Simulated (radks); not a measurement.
Nb+, configuration [Kr] 4d4. Calculated with a radial shooting solver on a logarithmic mesh with Libxc functionals: scalar-relativistic Kohn-Sham, PBEsol, spin-polarised, spherical densities, point nucleus; open shells are filled with parallel spins first (spin-orbit coupling, left out, can overturn this in heavy ions); hard spherical wall at 3 bohr.

Normalised radial functions P(r) = r R(r), r in bohr:

```
   r/bohr * 4s down, o 4p down (the largest magnitude, 1.06, reaches the edge; | marks zero, & curves that meet)
 0.001776                             o*
 0.002019                             o *
 0.002276                             o *
 0.002587                             o *
 0.002916                             o *
 0.003315                             o *
 0.003737                             o  *
 0.004248                             o  *
 0.004789                             o  *
 0.005443                             o  *
 0.006137                             o   *
 0.006975                             o   *
 0.007865                             o   *
 0.008939                             |o   *
  0.01008                             |o   *
  0.01145                             |o   *
  0.01291                             |o   *
  0.01468                             |o   *
  0.01655                             | o   *
  0.01866                             | o   *
  0.02121                             | o  *
  0.02391                             |  o *
  0.02718                             |  o *
  0.03064                             |   &
  0.03483                             |  * o
  0.03927                             | *  o
  0.04463                             *     o
  0.05032                            *|      o
  0.05719                          *  |      o
  0.06448                        *    |       o
  0.07329                      *      |       o
  0.08263                     *       |       o
  0.09391                    *        |       o
   0.1059                    *        |      o
   0.1203                    *        |     o
   0.1357                     *       |   o
   0.1542                        *    | o
   0.1739                           *o|
   0.1976                        o    | *
   0.2228                     o       |     *
   0.2512                   o         |         *
   0.2855                 o           |            *
   0.3219                o            |             *
   0.3659                 o           |             *
   0.4126                   o         |          *
   0.4689                       o     |      *
   0.5287                            o*
   0.6009                      *      |    o
   0.6775               *             |          o
     0.77         *                   |                o
   0.8682    *                        |                    o
   0.9867  *                          |                       o
    1.113  *                          |                        o
    1.264    *                        |                        o
    1.426        *                    |                     o
     1.62            *                |                  o
    1.827                 *           |              o
    2.076                     *       |          o
    2.341                        *    |      o
    2.661                           * |   o
        3                             &
```

4s down: eigenvalue -52.275 eV, 3 radial nodes at r = 0.0458, 0.185, 0.532 bohr, <r> = 1.16 bohr, 90 % of the charge inside 1.70 bohr. 4p down: eigenvalue -28.571 eV, 2 radial nodes at r = 0.165, 0.544 bohr, <r> = 1.28 bohr, 90 % of the charge inside 1.89 bohr.
